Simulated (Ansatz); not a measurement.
A short molecular-dynamics run on C₃H₁₁NO₃Zr (`CC(C)[NH][Zr]([OH])([OH])[OH]`).

```yaml
crystal:
  periodic: [false, false, false]
  atoms:
    - {symbol: C, position_ang: [1.076604, -1.886456, 1.207057]}
    - {symbol: C, position_ang: [1.046637, -0.918634, 0.032222]}
    - {symbol: C, position_ang: [1.621334, 0.431704, 0.426153]}
    - {symbol: N, position_ang: [-0.301260, -0.745855, -0.474508]}
    - {symbol: Zr, position_ang: [-1.456549, 0.907190, -0.794768]}
    - {symbol: O, position_ang: [-1.972195, 1.722841, 0.890841]}
    - {symbol: O, position_ang: [-0.470092, 2.226371, -1.823045]}
    - {symbol: O, position_ang: [-3.010135, 0.212819, -1.714142]}
    - {symbol: H, position_ang: [2.098464, -2.044656, 1.563478]}
    - {symbol: H, position_ang: [0.666120, -2.859248, 0.922762]}
    - {symbol: H, position_ang: [0.475914, -1.495366, 2.033095]}
    - {symbol: H, position_ang: [1.689389, -1.332848, -0.761024]}
    - {symbol: H, position_ang: [1.633640, 1.118263, -0.424584]}
    - {symbol: H, position_ang: [1.023501, 0.881354, 1.227251]}
    - {symbol: H, position_ang: [2.644993, 0.330302, 0.792238]}
    - {symbol: H, position_ang: [-0.723191, -1.641964, -0.693473]}
    - {symbol: H, position_ang: [-2.065121, 1.738544, 1.838344]}
    - {symbol: H, position_ang: [-0.153245, 3.096752, -2.042846]}
    - {symbol: H, position_ang: [-3.824799, 0.258868, -2.205052]}
basis:
  gaussian: {orbitals: def2-SVP}
hamiltonian: {xc: {name: BLYP}}
md: {timestep: 0.5 fs, n_steps: 30, ensemble: nve, temperature: 700, initial_velocities: maxwell_boltzmann, seed: 810}
```

```sh
$ ansatz run in.yaml --threads 4 --pin off --events-out ev --progress --plain --max-ram 66560MiB --backend cuda --devices 0, --max-vram 37GiB
```

```
step  time (fs)  potential energy (eV)  kinetic (eV)  T (K)  conserved (eV)
   0        0.0            -12195.5631        1.5382    700     -12194.0249
   1        0.5            -12195.5581        1.5337    698     -12194.0243
   2        1.0            -12195.5012        1.4780    673     -12194.0232
   3        1.5            -12195.4080        1.3860    631     -12194.0220
   4        2.0            -12195.2963        1.2754    580     -12194.0209
   5        2.5            -12195.1827        1.1626    529     -12194.0201
   6        3.0            -12195.0804        1.0609    483     -12194.0195
   7        3.5            -12194.9996        0.9805    446     -12194.0191
   8        4.0            -12194.9465        0.9274    422     -12194.0190
   9        4.5            -12194.9223        0.9030    411     -12194.0193
  10        5.0            -12194.9231        0.9032    411     -12194.0199
  11        5.5            -12194.9400        0.9193    418     -12194.0207
  12        6.0            -12194.9603        0.9386    427     -12194.0217
  13        6.5            -12194.9702        0.9477    431     -12194.0225
  14        7.0            -12194.9582        0.9352    426     -12194.0230
  15        7.5            -12194.9192        0.8964    408     -12194.0227
  16        8.0            -12194.8605        0.8391    382     -12194.0214
  17        8.5            -12194.8049        0.7854    357     -12194.0194
  18        9.0            -12194.7833        0.7652    348     -12194.0181
  19        9.5            -12194.8153        0.7966    363     -12194.0186
  20       10.0            -12194.8923        0.8715    397     -12194.0208
  21       10.5            -12194.9818        0.9589    436     -12194.0229
  22       11.0            -12195.0495        1.0255    467     -12194.0240
  23       11.5            -12195.0768        1.0531    479     -12194.0238
  24       12.0            -12195.0636        1.0407    474     -12194.0230
  25       12.5            -12195.0203        0.9983    454     -12194.0220
  26       13.0            -12194.9598        0.9384    427     -12194.0214
  27       13.5            -12194.8920        0.8711    396     -12194.0209
  28       14.0            -12194.8242        0.8036    366     -12194.0206
  29       14.5            -12194.7621        0.7419    338     -12194.0202
  30       15.0            -12194.7124        0.6927    315     -12194.0196
```

Velocities are drawn at the set temperature; a run this short doesn't reach equilibrium.

Frames (Å, forces in eV/Å):

```xyz
19
time=0.0 fs
C     1.077   -1.886    1.207    0.066   -0.065    0.010
C     1.047   -0.919    0.032   -0.011    0.004    0.028
C     1.621    0.432    0.426    0.137    0.066   -0.008
N    -0.301   -0.746   -0.475   -0.045    0.126   -0.056
Zr   -1.457    0.907   -0.795   -0.111    0.041   -0.124
O    -1.972    1.723    0.891   -0.073    0.213   -0.261
O    -0.470    2.226   -1.823    0.023   -0.295   -0.106
O    -3.010    0.213   -1.714    0.198   -0.250    0.125
H     2.098   -2.045    1.563    0.502   -0.121    0.209
H     0.666   -2.859    0.923   -0.199   -0.509   -0.106
H     0.476   -1.495    2.033   -0.288    0.159    0.437
H     1.689   -1.333   -0.761    0.364   -0.227   -0.384
H     1.634    1.118   -0.425    0.015    0.352   -0.368
H     1.024    0.881    1.227   -0.252    0.239    0.376
H     2.645    0.330    0.792    0.529   -0.014    0.187
H    -0.723   -1.642   -0.693   -0.302   -0.601   -0.155
H    -2.065    1.739    1.838   -0.109    0.076    0.889
H    -0.153    3.097   -2.043    0.326    0.798   -0.234
H    -3.825    0.259   -2.205   -0.771    0.009   -0.459
19
time=1.5 fs
C     1.091   -1.886    1.218    0.061   -0.164   -0.599
C     1.030   -0.915    0.023    0.582   -0.172   -0.047
C     1.620    0.416    0.435    2.437    1.056   -0.143
N    -0.314   -0.727   -0.487    0.530   -0.146    0.294
Zr   -1.456    0.906   -0.796   -0.553    0.443   -0.044
O    -1.977    1.732    0.888   -0.221    0.230    1.324
O    -0.460    2.219   -1.816    0.196   -0.002   -0.233
O    -3.011    0.207   -1.710   -0.632   -0.215   -0.392
H     2.130   -2.059    1.538    0.210    0.282    0.407
H     0.739   -2.881    0.950   -0.423   -0.639   -0.340
H     0.423   -1.528    2.008    0.042    0.202    0.570
H     1.693   -1.282   -0.791    0.083   -0.376   -0.094
H     1.648    1.170   -0.414   -0.028   -0.574    0.465
H     1.031    0.871    1.235   -0.224    0.255    0.582
H     2.742    0.308    0.814   -1.910    0.151   -0.573
H    -0.725   -1.618   -0.708   -0.516   -0.936   -0.257
H    -2.076    1.759    1.868    0.067    0.023   -0.777
H    -0.214    3.109   -2.064    0.222    0.608   -0.198
H    -3.846    0.246   -2.204    0.078   -0.027    0.054
19
time=3.0 fs
C     1.105   -1.885    1.228   -0.214   -0.652   -0.897
C     1.014   -0.911    0.014    1.206   -0.350   -0.217
C     1.622    0.403    0.443    2.951    1.955   -0.030
N    -0.326   -0.709   -0.498    0.737   -1.268    0.417
Zr   -1.455    0.905   -0.796   -1.047    0.877    0.047
O    -1.983    1.741    0.887   -0.266    0.224    1.911
O    -0.450    2.211   -1.809    0.520    1.168   -0.641
O    -3.013    0.201   -1.706   -1.255   -0.193   -0.771
H     2.165   -2.068    1.521   -0.242    0.632    0.509
H     0.804   -2.915    0.969   -0.431   -0.203   -0.368
H     0.372   -1.556    1.995    0.591    0.093    0.349
H     1.698   -1.239   -0.823   -0.264   -0.459    0.287
H     1.663    1.209   -0.394   -0.081   -1.139    0.835
H     1.035    0.865    1.255    0.030    0.069    0.398
H     2.801    0.288    0.824   -2.779    0.175   -0.785
H    -0.738   -1.613   -0.727   -0.310   -0.395   -0.136
H    -2.086    1.781    1.882    0.148   -0.024   -1.471
H    -0.270    3.132   -2.089   -0.031   -0.470    0.125
H    -3.866    0.233   -2.202    0.738   -0.039    0.438
19
time=4.5 fs
C     1.119   -1.886    1.236   -0.606   -1.244   -1.133
C     1.001   -0.908    0.005    1.656   -0.406   -0.226
C     1.629    0.393    0.451    2.442    2.363    0.404
N    -0.337   -0.692   -0.509    0.810   -2.581    0.436
Zr   -1.454    0.904   -0.797   -1.550    1.309    0.137
O    -1.988    1.751    0.888   -0.152    0.131    1.113
O    -0.439    2.205   -1.803    0.614    1.925   -0.945
O    -3.017    0.195   -1.703   -1.085   -0.175   -0.684
H     2.196   -2.063    1.515   -0.583    0.838    0.554
H     0.859   -2.953    0.981   -0.365    0.439   -0.285
H     0.333   -1.583    1.990    1.086   -0.011    0.080
H     1.697   -1.206   -0.849   -0.484   -0.545    0.528
H     1.675    1.225   -0.357   -0.123   -1.177    0.688
H     1.039    0.861    1.283    0.333   -0.194    0.030
H     2.801    0.273    0.818   -2.679    0.120   -0.696
H    -0.756   -1.616   -0.749    0.035    0.407    0.065
H    -2.093    1.802    1.867    0.086   -0.009   -0.815
H    -0.326    3.146   -2.111   -0.072   -1.169    0.373
H    -3.872    0.218   -2.191    0.638   -0.023    0.376
19
time=6.0 fs
C     1.132   -1.888    1.242   -0.911   -1.571   -1.427
C     0.990   -0.905   -0.005    1.847   -0.322    0.033
C     1.641    0.387    0.460    0.936    2.092    0.797
N    -0.347   -0.680   -0.520    0.985   -3.350    0.506
Zr   -1.454    0.903   -0.798   -1.992    1.692    0.215
O    -1.994    1.761    0.891    0.086   -0.061   -0.686
O    -0.427    2.202   -1.799    0.520    1.707   -0.911
O    -3.022    0.189   -1.702   -0.192   -0.142   -0.194
H     2.214   -2.041    1.520   -0.664    0.877    0.568
H     0.907   -2.983    0.987   -0.315    0.858   -0.203
H     0.317   -1.609    1.986    1.279   -0.018   -0.022
H     1.686   -1.184   -0.864   -0.488   -0.639    0.526
H     1.685    1.217   -0.306   -0.146   -0.641    0.070
H     1.051    0.852    1.311    0.499   -0.366   -0.241
H     2.745    0.259    0.797   -1.459   -0.053   -0.278
H    -0.775   -1.611   -0.770    0.221    0.783    0.174
H    -2.098    1.823    1.836   -0.092    0.093    0.823
H    -0.384    3.137   -2.126    0.040   -0.936    0.321
H    -3.865    0.204   -2.173   -0.156   -0.003   -0.073
19
time=7.5 fs
C     1.144   -1.894    1.246   -1.009   -1.484   -1.783
C     0.983   -0.903   -0.014    1.769   -0.166    0.541
C     1.655    0.385    0.470   -2.132    1.364    0.689
N    -0.355   -0.672   -0.529    1.306   -3.326    0.683
Zr   -1.454    0.903   -0.799   -2.307    1.976    0.277
O    -2.000    1.771    0.893    0.242   -0.221   -1.712
O    -0.415    2.201   -1.795    0.436    0.678   -0.545
O    -3.027    0.182   -1.700    0.657   -0.091    0.252
H     2.219   -2.000    1.538   -0.485    0.774    0.549
H     0.948   -2.994    0.989   -0.287    0.871   -0.174
H     0.328   -1.636    1.982    1.067    0.080    0.104
H     1.666   -1.177   -0.868   -0.270   -0.723    0.284
H     1.692    1.195   -0.254   -0.145    0.353   -0.852
H     1.072    0.836    1.335    0.455   -0.372   -0.272
H     2.661    0.244    0.771    1.527   -0.485    0.637
H    -0.789   -1.590   -0.788    0.155    0.522    0.127
H    -2.105    1.846    1.821   -0.191    0.174    1.702
H    -0.441    3.108   -2.134    0.109    0.077   -0.034
H    -3.861    0.189   -2.156   -0.897    0.001   -0.473
19
time=9.0 fs
C     1.153   -1.902    1.246   -0.805   -0.970   -2.107
C     0.979   -0.902   -0.023    1.469   -0.055    1.154
C     1.664    0.385    0.482   -4.775    0.734    0.098
N    -0.361   -0.670   -0.538    1.715   -2.624    0.949
Zr   -1.455    0.903   -0.799   -2.473    2.133    0.331
O    -2.006    1.780    0.892    0.144   -0.172   -0.628
O    -0.402    2.200   -1.792    0.468   -0.208   -0.189
O    -3.032    0.176   -1.698    0.490   -0.044    0.133
H     2.213   -1.942    1.568   -0.201    0.574    0.467
H     0.982   -2.988    0.986   -0.263    0.455   -0.213
H     0.361   -1.661    1.981    0.492    0.242    0.413
H     1.639   -1.184   -0.866    0.084   -0.762   -0.079
H     1.696    1.181   -0.220   -0.103    1.126   -1.458
H     1.103    0.813    1.354    0.198   -0.210   -0.028
H     2.610    0.219    0.759    4.321   -0.978    1.397
H    -0.800   -1.558   -0.803   -0.121   -0.243   -0.057
H    -2.116    1.872    1.840   -0.050    0.070    0.503
H    -0.495    3.082   -2.143    0.042    0.931   -0.370
H    -3.875    0.174   -2.148   -0.632    0.001   -0.316
19
time=10.5 fs
C     1.161   -1.912    1.243   -0.358   -0.072   -2.139
C     0.978   -0.900   -0.029    1.135   -0.113    1.598
C     1.666    0.387    0.493   -2.540    0.128   -0.240
N    -0.364   -0.672   -0.545    1.970   -1.810    1.167
Zr   -1.456    0.904   -0.800   -2.516    2.165    0.387
O    -2.011    1.789    0.891   -0.014   -0.030    0.827
O    -0.388    2.200   -1.790    0.411    0.114   -0.310
O    -3.036    0.169   -1.696   -0.345   -0.020   -0.327
H     2.202   -1.872    1.608   -0.052    0.291    0.258
H     1.011   -2.972    0.979   -0.223   -0.269   -0.298
H     0.405   -1.680    1.989   -0.180    0.365    0.688
H     1.615   -1.208   -0.866    0.371   -0.686   -0.311
H     1.697    1.189   -0.216   -0.026    0.887   -1.082
H     1.138    0.785    1.372   -0.184    0.061    0.407
H     2.643    0.174    0.774    2.421   -0.542    0.700
H    -0.813   -1.532   -0.819   -0.357   -0.939   -0.226
H    -2.128    1.900    1.869    0.142   -0.114   -1.048
H    -0.549    3.073   -2.159    0.054    0.566   -0.228
H    -3.901    0.159   -2.147    0.291    0.017    0.176
19
time=12.0 fs
C     1.169   -1.922    1.236   -0.024    0.944   -1.594
C     0.979   -0.899   -0.033    1.009   -0.404    1.636
C     1.663    0.389    0.504    0.916   -0.197   -0.728
N    -0.365   -0.676   -0.550    1.737   -1.587    1.119
Zr   -1.458    0.905   -0.800   -2.468    2.087    0.445
O    -2.016    1.799    0.891   -0.038   -0.001    1.158
O    -0.374    2.200   -1.788    0.121    1.060   -0.725
O    -3.040    0.162   -1.695   -0.798    0.007   -0.566
H     2.191   -1.796    1.652   -0.132   -0.087   -0.102
H     1.035   -2.962    0.966   -0.135   -0.880   -0.335
H     0.445   -1.693    2.011   -0.530    0.315    0.567
H     1.598   -1.247   -0.872    0.410   -0.425   -0.186
H     1.698    1.215   -0.234    0.023   -0.025   -0.065
H     1.170    0.758    1.399   -0.428    0.262    0.670
H     2.727    0.118    0.804   -0.787    0.394   -0.337
H    -0.834   -1.524   -0.840   -0.190   -0.866   -0.150
H    -2.137    1.925    1.877    0.201   -0.194   -1.481
H    -0.601    3.075   -2.180    0.279   -0.443    0.222
H    -3.922    0.145   -2.142    0.834    0.040    0.450
19
time=13.5 fs
C     1.176   -1.931    1.226   -0.086    1.519   -0.640
C     0.981   -0.898   -0.034    1.058   -0.858    1.339
C     1.661    0.390    0.514    2.366   -0.118   -1.024
N    -0.363   -0.684   -0.554    1.095   -1.828    0.831
Zr   -1.461    0.907   -0.801   -2.333    1.911    0.497
O    -2.022    1.808    0.892    0.111   -0.172    0.150
O    -0.359    2.201   -1.787   -0.193    1.487   -0.928
O    -3.046    0.155   -1.694   -0.423    0.072   -0.375
H     2.176   -1.722    1.695   -0.267   -0.520   -0.509
H     1.056   -2.969    0.946    0.018   -0.833   -0.192
H     0.475   -1.698    2.044   -0.468    0.080   -0.023
H     1.589   -1.294   -0.881    0.254   -0.011    0.201
H     1.700    1.241   -0.253    0.027   -0.752    0.783
H     1.192    0.736    1.439   -0.348    0.241    0.369
H     2.796    0.070    0.827   -2.284    0.974   -0.825
H    -0.858   -1.535   -0.863    0.319   -0.188    0.147
H    -2.142    1.947    1.856    0.093   -0.087   -0.592
H    -0.647    3.068   -2.196    0.496   -0.960    0.485
H    -3.926    0.131   -2.128    0.562    0.042    0.306
19
time=15.0 fs
C     1.183   -1.936    1.215   -0.404    1.415    0.193
C     0.986   -0.899   -0.032    1.061   -1.274    0.991
C     1.664    0.392    0.523    2.449   -0.060   -0.740
N    -0.359   -0.693   -0.556    0.482   -1.869    0.551
Zr   -1.464    0.909   -0.801   -2.102    1.650    0.537
O    -2.027    1.817    0.894    0.362   -0.498   -1.622
O    -0.345    2.204   -1.787   -0.303    1.061   -0.719
O    -3.052    0.149   -1.694    0.577    0.179    0.110
H     2.156   -1.659    1.727   -0.237   -0.888   -0.799
H     1.078   -2.994    0.921    0.184   -0.149    0.108
H     0.495   -1.702    2.076   -0.293   -0.187   -0.705
H     1.586   -1.342   -0.886    0.102    0.403    0.546
H     1.701    1.252   -0.257    0.013   -0.966    1.119
H     1.208    0.720    1.486   -0.098    0.087   -0.330
H     2.819    0.042    0.833   -2.574    1.193   -0.938
H    -0.875   -1.549   -0.884    0.753    0.358    0.408
H    -2.145    1.967    1.823   -0.119    0.176    1.062
H    -0.683    3.042   -2.202    0.475   -0.644    0.356
H    -3.919    0.118   -2.109   -0.327    0.012   -0.128
```

Run time 33 s (4 threads of an AMD EPYC 7R13 on a shared host and a share of an NVIDIA H100 80 GB); peak host memory 0.85 GiB.
